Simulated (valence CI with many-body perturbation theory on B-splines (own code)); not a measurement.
**Gd⁴²⁺: what each term of the Hamiltonian does**

Computed by valence CI with perturbative core correlation (CI+MBPT): four valence electrons over a frozen Dirac-Fock core [Ar], a basis of 9 s, 9 p, 10 d, 8 f, 5 g, 3 h, 1 i functions for each j, with the one-electron correlation potential Σ1 (screened to all orders), the two-electron term Σ2, the three-electron term Σ3, Breit, model QED; selected single and double excitations, second order for the rest (own B-spline code, finite nucleus).

The last digits are not significant, and no measured levels were compared; by estimate large intervals hold to a few tenths of a per cent, small ones and those within an open d or f shell to about a per cent. Only levels of the ground parity were solved; by the run's estimate the other parity begins above the list, which can be wrong where configurations are misplaced.

Each rung adds one term. CI alone is the Dirac-Coulomb CI over the frozen core; QED comes last and gives the full result, which names the levels. Energies are above (3d3/2^4) J=0 on the same rung, in eV.

Levels are named by their leading jj configuration (3d3/2^4 stands for four electrons in 3d with j = 3/2), which in mixed levels can hold well under half, so a name can repeat and another be missing. Letters in brackets count levels of one name in rising energy.

| Level | CI alone | + Σ1 | + Σ2 | + Σ3 | + Breit | Full |
| --- | --- | --- | --- | --- | --- | --- |
| (3d3/2^3 3d5/2) J=1 | 29.11 | 29.28 | 29.70 | 29.84 | 28.84 | 28.94 |
| (3d3/2^3 3d5/2) J=4 | 40.45 | 40.64 | 41.07 | 41.03 | 39.06 | 39.16 |
| (3d3/2^3 3d5/2) J=2 | 40.64 | 40.84 | 41.08 | 41.21 | 39.71 | 39.82 |
| (3d3/2^3 3d5/2) J=3 | 44.16 | 44.36 | 44.56 | 44.61 | 43.02 | 43.13 |
| (3d3/2^2 3d5/2^2) J=0 [a] | 66.08 | 66.43 | 66.95 | 66.93 | 65.13 | 65.33 |
| (3d3/2^2 3d5/2^2) J=2 [a] | 68.14 | 68.48 | 68.86 | 69.07 | 67.11 | 67.30 |
| (3d3/2^2 3d5/2^2) J=4 [a] | 69.00 | 69.36 | 70.17 | 70.27 | 67.48 | 67.68 |
| (3d3/2^2 3d5/2^2) J=3 [a] | 70.61 | 70.96 | 71.50 | 71.61 | 69.26 | 69.46 |
| (3d3/2^2 3d5/2^2) J=5 | 74.77 | 75.13 | 75.95 | 76.01 | 72.78 | 72.98 |
| (3d3/2^2 3d5/2^2) J=6 | 77.78 | 78.14 | 79.13 | 79.15 | 75.26 | 75.46 |
| (3d3/2^2 3d5/2^2) J=1 | 77.30 | 77.67 | 77.82 | 77.98 | 75.79 | 75.99 |
| (3d3/2^2 3d5/2^2) J=4 [b] | 81.83 | 82.19 | 82.61 | 82.53 | 79.41 | 79.62 |
| (3d3/2^2 3d5/2^2) J=3 [b] | 81.90 | 82.25 | 82.30 | 82.36 | 79.75 | 79.94 |
| (3d3/2^2 3d5/2^2) J=2 [b] | 82.90 | 83.26 | 83.23 | 83.39 | 80.78 | 80.98 |
| (3d3/2^2 3d5/2^2) J=2 [c] | 92.61 | 92.99 | 92.92 | 93.04 | 90.85 | 91.06 |
| (3d3/2^2 3d5/2^2) J=4 [c] | 96.70 | 97.10 | 97.14 | 97.31 | 94.49 | 94.71 |
| (3d3/2^2 3d5/2^2) J=2 [d] | 106.63 | 107.03 | 106.46 | 106.62 | 104.35 | 104.57 |
| (3d3/2 3d5/2^3) J=4 [a] | 107.62 | 108.13 | 108.83 | 108.85 | 105.47 | 105.76 |
| (3d3/2 3d5/2^3) J=3 [a] | 107.62 | 108.15 | 108.83 | 108.89 | 105.71 | 106.01 |
| (3d3/2 3d5/2^3) J=1 [a] | 111.92 | 112.45 | 112.77 | 112.77 | 109.90 | 110.20 |
| (3d3/2 3d5/2^3) J=5 | 112.96 | 113.49 | 114.38 | 114.41 | 110.19 | 110.50 |
| (3d3/2 3d5/2^3) J=6 | 113.95 | 114.48 | 115.69 | 115.72 | 111.05 | 111.35 |
| (3d3/2 3d5/2^3) J=0 | 114.66 | 115.12 | 114.79 | 114.88 | 112.43 | 112.68 |
| (3d3/2 3d5/2^3) J=2 [a] | 119.80 | 120.33 | 120.48 | 120.66 | 117.40 | 117.70 |
| (3d3/2 3d5/2^3) J=3 [b] | 121.89 | 122.42 | 122.59 | 122.61 | 119.02 | 119.32 |
| (3d3/2^2 3d5/2^2) J=0 [b] | 131.98 | 132.48 | 131.70 | 131.36 | 128.68 | 128.95 |
| (3d3/2 3d5/2^3) J=3 [c] | 133.65 | 134.20 | 134.11 | 134.23 | 130.94 | 131.24 |
| (3d3/2 3d5/2^3) J=1 [b] | 133.83 | 134.38 | 133.98 | 134.18 | 131.44 | 131.74 |
| (3d3/2 3d5/2^3) J=4 [b] | 134.95 | 135.50 | 135.59 | 135.68 | 132.04 | 132.35 |
| (3d3/2 3d5/2^3) J=2 [b] | 138.41 | 138.96 | 138.47 | 138.64 | 135.42 | 135.72 |
| (3d5/2^4) J=4 | 151.26 | 151.96 | 152.81 | 152.76 | 148.35 | 148.74 |

How does the ionisation energy move along the ladder, and which term matters most?

CI alone 3303.7, + Σ1 3306.3, + Σ2 3314.7, + Σ3 3314.8, + Breit 3312.1, + QED 3312.3 eV. The largest step is Σ2, 8.4 eV. NIST lists 3312 ± 4 eV (theoretical).
